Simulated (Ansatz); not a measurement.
Pulling on the Al1–H2 bond in AlFH2 (SMILES [F][AlH2]) (multiplicity 1 held, fragments rigid). Energies count from the point at 1.570 Å.
Geometry at that point (charge 0, multiplicity 1):
```xyz
4

Al    -0.24669    -0.47885     0.15841
H      0.47074    -1.31219     1.27881
H     -1.58944    -0.85928    -0.56046
F      0.48064     0.93295    -0.30863
```

Restricted levels (R-, RO-) in cc, def2 and unpolarised 6-31G sets keep to the state of the molecule at rest. Unrestricted levels (U-) break spin symmetry where that is lower. Active spaces are followed from a long bond inwards. Levels need not reach the same state.

Correlated levels freeze the cores.

The values were computed with Ansatz (Gaussian basis) for Hartree–Fock, density functionals and correlated methods. Values without a source in brackets are computed.

Energies in eV.

| R (Å) | R-PBE/cc-pV(T+d)Z | R-SCS-MP2/cc-pV(T+d)Z | U-SCS-MP2/cc-pV(T+d)Z | U-CCSD/cc-pV(T+d)Z | FIC-MRCISD+Q on CASSCF(2,2)/cc-pV(T+d)Z |
|---|---|---|---|---|---|
| 1.256 | 1.14 | 1.09 | 1.09 | 1.10 | 1.10 |
| 1.413 | 0.24 | 0.21 | 0.21 | 0.22 | 0.22 |
| 1.570 | 0.00 | 0.00 | 0.00 | 0.00 | 0.00 |
| 1.727 | 0.11 | 0.16 | 0.16 | 0.14 | 0.14 |
| 1.884 | 0.40 | 0.50 | 0.50 | 0.47 | 0.47 |
| 2.119 | 0.98 | 1.18 | 1.18 | 1.11 | 1.10 |
| 2.355 | 1.60 | 1.89 | 2.09 | 1.78 | 1.75 |
| 2.747 | 2.53 | 2.98 | 3.22 | 2.75 | 2.66 |
| 3.140 | 3.27 | 3.83 | 3.61 | 3.40 | 3.27 |
| 3.611 | 3.90 | 4.53 | 3.75 | 3.72 | 3.63 |
| 4.239 | 4.41 | 4.97 | 3.80 | 3.80 | 3.78 |
| 5.024 | 4.73 | 4.89 | 3.81 | 3.81 | 3.82 |

Doubts at one or more of the structures used: a restricted determinant that unrestricted orbitals would lower (R-PBE/cc-pV(T+d)Z, R-SCS-MP2/cc-pV(T+d)Z); a spin-contaminated determinant (U-SCS-MP2/cc-pV(T+d)Z, U-CCSD/cc-pV(T+d)Z); T1 above 0.05 (U-CCSD/cc-pV(T+d)Z).

Ansatz is an electronic-structure program.
